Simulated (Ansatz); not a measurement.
Ansatz results at the PBE0-D4/def2-TZVP geometry: LUMO energy (PBE0/def2-TZVPP) -0.38 eV; HOMO energy (ωB97M-V/def2-TZVPP) -10.11 eV; size of the dipole moment (ωB97M-V/def2-TZVPP) 0.96 D.

Which molecule gave them?
A. `PBS`
B. `SC[CH2][SnH3]`
C. `F[C@H]1S[Si@@H]1F`
D. `F[SiH]([SeH])O[SiH3]`

C. The others give `F[SiH]([SeH])O[SiH3]`: -0.21, -9.69, 1.27; `SC[CH2][SnH3]`: -0.03, -9.05, 1.01; `PBS`: -1.38, -9.48, 0.94.
